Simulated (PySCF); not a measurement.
## Calculated data, CH₆BGeO

Calculation on a computer-drawn molecule: the log of a Hartree-Fock and frozen-core CCSD(T) single point meant for a local Hartree-Fock minimum, with one planted fault or none, to be diagnosed. Offsets are logged minus clean, where the clean run is the same molecule without the fault. The reference is restricted for singlets and unrestricted otherwise, and also for a bond in bohr or an excited solution. Adding or removing an electron swaps singlet and doublet. The excited solution moves the top pair (singlet) or top alpha electron (doublet) to the lowest empty orbital. Highest occupied and lowest empty are orbital energies over both spins, largest force is the largest gradient component, triples share is (T) over the correlation energy, the T1 limit is 0.02 restricted and 0.045 unrestricted, electrons count all cores, a negative frequency is imaginary (commonest isotopes), and the dipole is about the centre of nuclear charge; on germanium a core potential holds 10 electrons, which the energies leave out, and 3d is frozen in MP2 and coupled-cluster steps. Program: PySCF 2.14.0.

```yaml
- formula: CH6BGeO
  logged_structure:
    atoms_angstrom:
      - [C, -0.237, 0.0222, 0.3178]
      - [Ge, 0.9205, 1.2466, 1.3528]
      - [B, 0.6786, 3.2861, 0.912]
      - [O, -0.1432, 3.8799, 0.0445]
      - [H, -0.0461, -1.0126, 0.6089]
      - [H, -1.2919, 0.2397, 0.5015]
      - [H, -0.0414, 0.1177, -0.7529]
      - [H, 2.3897, 0.8713, 1.1024]
      - [H, 0.6442, 1.0433, 2.851]
      - [H, -0.7082, 3.3045, -0.4552]
  given:
    meant_charge: 0
    meant_multiplicity: 2
    meant_basis: cc-pVDZ
    meant_basis_and_core_potential_on_germanium: "cc-pVDZ-PP ECP10MDF"
    logged_electrons: 57
    logged_basis_functions: 95
    logged_SCF_converged: "yes"
    logged_spin_squared: 3.7603
    "logged_highest_occupied [eV]": -6.3424
    "logged_lowest_empty [eV]": -1.6614
    "logged_largest_force [hartree/bohr]": 0.056457
    logged_T1_diagnostic: 0.020894
    logged_D1_diagnostic: 0.11223
    logged_triples_share: 0.026428
    logged_CC_converged: "yes"
    "logged_dipole_magnitude [debye]": 4.2066
    logged_SCF_stable_within_its_kind: "yes"
    "logged_energy_HF [hartree]": -434.09338
    "logged_energy_CCSD(T) [hartree]": -434.63019
    possible_faults: "no fault, one electron removed, one electron added, multiplicity raised by two, geometry at a saddle point, SCF held on an excited solution, minimal basis STO-3G, one bond length entered in bohr, all coordinates scaled"
    drawn_bonds_atom: [1, 2, 3, 1, 1, 1, 2, 2, 4]
    drawn_bonds_other_atom: [2, 3, 4, 5, 6, 7, 8, 9, 10]
    drawn_bonds_order: [1, 1, 1, 1, 1, 1, 1, 1, 1]
  results:
    planted_fault: "multiplicity raised by two"
    "HF_energy_offset_from_clean_run [kcal/mol]": 113.5
    "CCSD(T)_energy_offset_from_clean_run [kcal/mol]": 125.8
```
